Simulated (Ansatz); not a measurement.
Species: CH7NSi2, SMILES `C/[SiH]=[SiH]\N` (charge 0, multiplicity 1), formula CH7NSi2.

Q: How many basis functions does frozen-core CCSD(T)/cc-pVTZ // PBE-D3(BJ)/def2-TZVP (Ansatz, a quantum-chemistry and plane-wave program) use, how many core orbitals are frozen, and how many electrons are correlated?

A: 226 basis functions and 12 frozen orbitals, which leaves 24 correlated electrons. Core time is of the order of minutes.
